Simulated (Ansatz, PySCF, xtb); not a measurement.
Energy difference R1 → P1 + P2, each structure at its B3LYP-D3(BJ)/def2-TZVP stationary point, reached from a drawn start (curvature not checked).
P1: H2O (SMILES O), charge 0, multiplicity 1.
P2: CH2O2 (SMILES O=CO), charge 0, multiplicity 1.
R1, CH4O3 (SMILES OC(O)O) (charge 0, multiplicity 1, Z-matrix in Å and degrees):
```
C
O 1 1.3914
H 2 0.9639 1 107.55
O 1 1.3914 2 103.97 3 179.37
H 4 0.9639 1 107.55 2 -179.39
H 1 1.0968 2 111.97 3 -59.55
O 1 1.4026 6 104.55 2 -121.84
H 7 0.9684 1 106.82 6 -180.00
```

P less R. No zero-point or thermal terms. One arrangement of each flexible species, with no search for the lowest.

Cores are frozen in the correlated methods.

Programs: Ansatz (a quantum-chemistry and plane-wave program) with Gaussian orbitals; PySCF for M06-2X and the D3/D4 terms; xtb for the GFN methods. Each number belongs to the level named beside it.

| level | reaction energy (kcal/mol) |
|---|---|
| GFN2-xTB | 11.47 |
| PBE0/def2-TZVPP | -0.52 |
| BHLYP-D4/def2-TZVPP | -0.42 |
| M06-2X/def2-TZVPP | 1.25 |
| CAM-B3LYP-D3(BJ)/def2-TZVPP | -0.95 |
| B2PLYP-D3(BJ)/def2-TZVPP | -3.98 |
| B2PLYP-D4/def2-TZVPP | -3.94 |
| CCSD/cc-pVTZ | -1.15 |
| CCSD(T)/cc-pVQZ | (withheld) |

Complete the blanks.


- CCSD(T)/cc-pVQZ, reaction energy (kcal/mol): -1.77
